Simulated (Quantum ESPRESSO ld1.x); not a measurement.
Results of a calculation; reference values are marked as such.
Q: These are the eigenvalues of the occupied orbitals of an atom or ion with whole-number occupations (hartree). Code: ld1.x of Quantum ESPRESSO 7.5. Model: non-relativistic Kohn-Sham, PBE, spin-unpolarised, spherical densities, point nucleus.

| orbital | eigenvalue |
|---|---|
| 1s | -102.420 |
| 2s | -10.8727 |
| 2p | -8.69628 |
| 3s | -2.15558 |
| 3p | -1.65787 |

Which element is it, and in what charge state? The configuration may be excited.

A: Z = 17, chlorine, charge +3: Cl3+ in [Ne] 3s2 3p2. The list shows which subshells hold electrons but not how many an open one holds; the 1s level, -102.42 hartree, gives Z - s = 14.3 by -(Z - s)^2/2, which with screening narrows Z to a few neighbours, and the depths of the outer levels then fix element, charge and occupations together.
